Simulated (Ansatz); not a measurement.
System: SiH$_{2}$BrCl, charge 0, singlet. SiH2BrCl (bromo(chloro)silane, SMILES Cl[SiH2]Br).
B3LYP-D3(BJ)/def2-TZVP minimum from Ansatz (a program for electronic structure):
```
Si
H 1 1.4703
H 1 1.4703 2 112.72
Cl 1 2.0526 2 108.52 3 -120.23
Br 1 2.2211 2 108.31 3 119.83
```

Atomisation energy term by term, kcal/mol (programs: Ansatz). UHF or UKS for unpaired electrons; spin-orbit terms are left out. Correlated methods leave the cores frozen (noble-gas shells, and filled d and f shells in the p block). No relativity. CBS(X,Y): correlation extrapolated as X^-3, Hartree-Fock from the larger set. A bracket is a step between two methods taken in the basis named. For partners of very few electrons the exact lower level stands in for a higher one. Spin-orbit terms, left out, reach several kcal/mol for Br and I, and more for heavier atoms.

```csv
term,basis,kcal/mol
Hartree-Fock,def2-QZVPP,259.69
CCSD correlation,"CBS(def2-TZVPP,def2-QZVPP)",77.23
(T),"CBS(def2-TZVPP,def2-QZVPP)",5.85
CCSDT(Q) - CCSD(T),def2-SVP,0.27
sum: De,,343.0
```
